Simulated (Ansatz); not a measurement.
**Strength of the N–Ga bond: C2H6GaN → C2H3N + GaH3**

Species: C2H6GaN `CC#[N+][GaH3-]`, singlet; C2H3N (acetonitrile) `CC#N`, singlet; GaH3 `[GaH3]`, singlet. 

Shapes, held fixed at every level: PBE0-D4/def2-TZVP. Programs: Ansatz 0.2.0. Electronic energies: no zero-point or thermal term.

```tsv
level	kind	ΔE (kJ/mol)	less CCSD(T)/def2-TZVPP
HF/def2-TZVPP	Hartree–Fock	+48.2	-20.7
PBE-D4/def2-TZVPP	GGA	+70.1	+1.2
PBE0-D4/def2-TZVPP	global hybrid	+70.8	+1.9
r2SCAN0-D4/def2-TZVPP	global hybrid	+74.4	+5.5
wB97X-V/def2-TZVPP	range-separated hybrid	+66.3	-2.6
MP2/def2-TZVPP	perturbation theory	+71.4	+2.5
CCSD/def2-TZVPP	coupled cluster or CI	+65.9	-3.0
CCSD(T)/def2-TZVPP	coupled cluster or CI	+68.9	0.0
```

The highest level, CCSD(T)/def2-TZVPP, gives ΔE = +68.9 kJ/mol; the levels span +48.2 to +74.4. A fragment pairs its electrons up again, so this isn't a typical strength of such a bond. The column of differences is taken from that level and isn't an error. No measured value is set beside it here. Relativity is left out for Ga unless named. Correlated rows may include outer-core shells of Ga, which these sets cover unevenly.
